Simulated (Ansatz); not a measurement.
System: InH2, charge 1, multiplicity 1. 
Structure (B3LYP-D3(BJ)/def2-TZVP (Ansatz, a quantum-chemistry and plane-wave program) minimum search):
```xyz
3

In     0.0000     0.0000     0.0000
H      0.0000     0.0000    -1.6703
H      0.0000     0.0000     1.6703
```
Charge +1, spin multiplicity 1.

Basis-set convergence of Hartree-Fock and CCSD correlation energies (hartree) with Ansatz. Correlated levels leave the core frozen unless marked. Spin-orbit coupling is left out. The frozen core is the preceding noble-gas configuration, with the filled d and f shells of earlier blocks. In def2 rows, elements after Kr have scalar-relativistic effective core potentials.

| basis | functions | E(HF) | E(corr, CCSD) |
|---|---|---|---|
| def2-SVPD | 48 | -190.09058 | -0.06372 |
| def2-TZVPPD | 90 | -190.09835 | -0.07085 |
| def2-QZVPPD | 154 | -190.09971 | -0.07287 |

Extrapolating the two largest sets (X = 3 and 4) as X^-3: E(corr) = (64·(-0.07287) - 27·(-0.07085))/37 = -0.0743 Eh, an estimate of the basis-set limit. The largest set recovers 98.0 % of it, the smallest 85.7 %.
